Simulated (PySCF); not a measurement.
**Polarisability and C₆ of Zr²⁺ (zirconium, charge +2)**

[Kr] 4d1 5s1, high-spin 3D determinant (an excited configuration). All numbers are calculated (PySCF 2.14, scalar relativity by spin-free X2C-1e, in x2c-TZVPPall with one added diffuse shell each of s, p, d, f type (9s7p7d3f1g, 95 functions)). Coupled (time-dependent) response in atomic units; α is the mean over directions.

```csv
method,mean α (bohr³),"α xx, yy, zz",C₆ (like pair),S(−4)
CAM-B3LYP,38.45,"38.54, 38.54, 38.27",250.7,1059
```

S(−4) is the Cauchy moment in α(ω) = α(0) + S(−4) ω² + …

Spin-orbit coupling is absent.

α(iu) at CAM-B3LYP:

```json
{"u (hartree)": "0", "α(iu) (bohr³)": "38.45"}
{"u (hartree)": "0.0500", "α(iu) (bohr³)": "36.00"}
{"u (hartree)": "0.100", "α(iu) (bohr³)": "30.43"}
{"u (hartree)": "0.200", "α(iu) (bohr³)": "19.80"}
{"u (hartree)": "0.300", "α(iu) (bohr³)": "13.55"}
{"u (hartree)": "0.500", "α(iu) (bohr³)": "7.998"}
{"u (hartree)": "0.750", "α(iu) (bohr³)": "5.272"}
{"u (hartree)": "1.00", "α(iu) (bohr³)": "3.889"}
{"u (hartree)": "1.50", "α(iu) (bohr³)": "2.418"}
{"u (hartree)": "2.00", "α(iu) (bohr³)": "1.642"}
{"u (hartree)": "3.00", "α(iu) (bohr³)": "0.8845"}
{"u (hartree)": "5.00", "α(iu) (bohr³)": "0.3716"}
```

A single London oscillator, α(iu) = α/(1 + u²/ω²), gives C₆ = (3/4) ω α². Matching the computed C₆ needs ω = 4 × 250.7 / (3 × 38.45²) = 0.226 hartree.

For an ion, C₆ is the dispersion term alone; charge-induced terms of lower order in 1/R come first.

The components differ because the open shell of this determinant is not spherical; for a pure term their mean is the scalar polarisability.
